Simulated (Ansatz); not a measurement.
`F[SiH](Cl)I` + H₂ → `Cl[SiH2]I` + H–F at 600 K and 1 bar (hydrogenolysis of the Si–F bond).

Program: Ansatz. Geometries: PBE0-D4/def2-TZVP. ΔE: electronic, gas phase. CBS: MP2 limit from def2 TZ/QZ plus the TZ coupled-cluster correction, frozen cores. This one scheme is used for every species. Elements past krypton have def2 core potentials. For I outer-core shells are correlated without core-valence functions, which leaves a few kJ/mol of doubt a bond.

| species | CCSD(T)/CBS energy (Eh) | H − E (kJ/mol) | S (J/(mol·K)) |
| --- | --- | --- | --- |
| `F[SiH](Cl)I` | -1146.84711 | 79.9 | 390.7 |
| H₂ | -1.17544 | 43.9 | 150.8 |
| `Cl[SiH2]I` | -1047.58245 | 88.6 | 365.7 |
| H–F | -100.39570 | 42.3 | 194.0 |

H − E and S are ideal-gas, rigid-rotor, harmonic terms from PBE0-D4/def2-TZVP, for one conformer and one mirror image of each species. The MP2-based limit puts H₂ 0.8 mEh under its directly extrapolated value; such offsets cancel only in part. 1 Eh = 2625.50 kJ/mol, R = 8.31446 J/(mol·K).

Task: By hand: ΔE, ΔH, ΔS and ΔG.

Result: ΔE = (-1047.58245) + (-100.39570) − (-1146.84711) − (-1.17544) = 0.04440 Eh = 116.6 kJ/mol. Δ(H − E) = 88.6 + 42.3 − 79.9 − 43.9 = 7.1, so ΔH = 123.7 kJ/mol. ΔS = 365.7 + 194.0 − 390.7 − 150.8 = 18.2 J/(mol·K). ΔG = 123.7 − 600 × (18.2)/1000 = 112.8 kJ/mol.

Task: By hand: the equilibrium constant, and the temperature at which ΔG would vanish if ΔH and ΔS stayed fixed.

Result: log₁₀ K = −ΔG/(RT ln 10) = -9.8. ΔG = 0 at ΔH/ΔS = 6797 K, far beyond where these terms or the molecules hold.

ΔH outweighs TΔS. A doubt of 5 kJ/mol in ΔE shifts log₁₀ K by 0.4 here. Other conformers and mirror images would add mixing entropy, several J/(mol·K) or more a flexible species. These are equilibria of isolated gas molecules and say nothing of rates. Largest T1 diagnostic: 0.009 (customary marks: 0.02 for closed shells, 0.045 for open ones).
